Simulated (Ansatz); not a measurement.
Species: PH, net charge 0, triplet state. 
Structure (B3LYP-D3(BJ)/def2-TZVP (Ansatz, an electronic-structure program) minimum search):
SMILES: [PH]
```xyz
2

P      0.0000     0.0000    -0.0893
H      0.0000     0.0000     1.3392
```
Charge 0, spin multiplicity 3.

Quantity: vertical electron affinity (to the doublet state of charge -1; a negative value means that the extra electron is unbound and the number depends on the basis; each state is the SCF solution reached for its spin), in eV. Correlated levels leave the core frozen unless marked. Open shells are spin-unrestricted. No spin-orbit coupling. No relativistic terms. Anions need diffuse functions: aug- sets have them; def2-D sets add few. CBS marks a two-point X^-3 extrapolation of the correlation energy; Hartree-Fock from the larger set.

CCSD(T)/CBS(aug-cc-pV(T+d)Z,aug-cc-pV(Q+d)Z) (Ansatz) gives 1.02 eV.

### Question
Another calculation gave 0.60 eV. Which level was it?
(A) BHLYP/def2-TZVPD (Ansatz)
(B) SVWN5/def2-TZVPD (Ansatz)
(C) CAM-B3LYP/def2-TZVPD (Ansatz)

### Answer
A, BHLYP/def2-TZVPD (Ansatz). The others give 0.77 (CAM-B3LYP), 0.96 (SVWN5) eV.
